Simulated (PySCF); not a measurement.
CrO₂Cl₂, SMILES [O]=[Cr](=[O])([Cl])[Cl], multiplicity 1. Atoms are numbered in the order given.

```xyz
5

Cr     0.0000     0.0000     0.3569
O      0.0000     1.2662     1.2624
O      0.0000    -1.2662     1.2624
Cl    -1.7573     0.0000    -0.8460
Cl     1.7573     0.0000    -0.8460
```

The structure is a stationary point at PBE-D3(BJ)/def2-SVP. The multiplicity is an assumed one; other spin states were not compared. The isomer is the one that the SMILES or the coordinates give; other isomers of the formula were not compared.

The numbers are results of HF/def2-TZVP run with PySCF, not measurements.

Atomic charges (e):

| atom | IAO | Mulliken |
|---|---|---|
| Cr1 | 1.72 | … |
| O2 | -0.46 | … |
| O3 | -0.46 | … |
| Cl4 | -0.40 | … |
| Cl5 | -0.40 | … |

Question: Complete the blanks. (Estimate from the structure and the level; the computed values follow.)

Answer: 
- Cr1, Mulliken: 1.63
- O2, Mulliken: -0.50
- O3, Mulliken: -0.50
- Cl4, Mulliken: -0.31
- Cl5, Mulliken: -0.31
